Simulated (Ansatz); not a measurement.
Reaction (formal exchange of groups at the Si–O bond): `NC[SiH](O)F` + CH₄ → `C[SiH](F)CN` + H₂O

Calculated with Ansatz (gas phase, PBE0-D4/def2-TZVP geometries, no zero-point term in ΔE). CCSD(T)/CBS is the MP2 limit (def2-TZVPP, def2-QZVPP) plus CCSD(T) − MP2 in def2-TZVPP, frozen cores. This one scheme is used for every species. Functionals use def2-TZVPP. B3LYP here is the variant with VWN-RPA as its local correlation; programs differ in this. One conformer a species, not always the lowest.

```
             level  ΔE (kJ/mol)  difference from CCSD(T)/CBS
          B3LYP-D4        116.4                          5.4
           ωB97X-V        113.8                          2.8
           ωB97M-V        114.4                          3.4
            B2PLYP        119.1                          8.1
             B3LYP        119.0                          8.0
     HF/def2-TZVPP        123.8                         12.8
SCS-MP2/def2-TZVPP        116.8                          5.8
    MP2/def2-QZVPP        113.1                          2.1
SCS-MP2/def2-QZVPP        115.1                          4.1
      HF/CBS(def2)        123.8                         12.8
       CCSD(T)/CBS        111.0                            0
```

Largest T1 diagnostic among the species: 0.011.

In def2-TZVPP, CCSD(T) changes the Hartree–Fock value by −9.8 kJ/mol (the triples alone add −0.4 kJ/mol) and MP2 by −9.0 kJ/mol.

CCSD(T)/CBS has its own doubt, a few kJ/mol and more with outer-core shells, so smaller differences from it don't rank the levels.
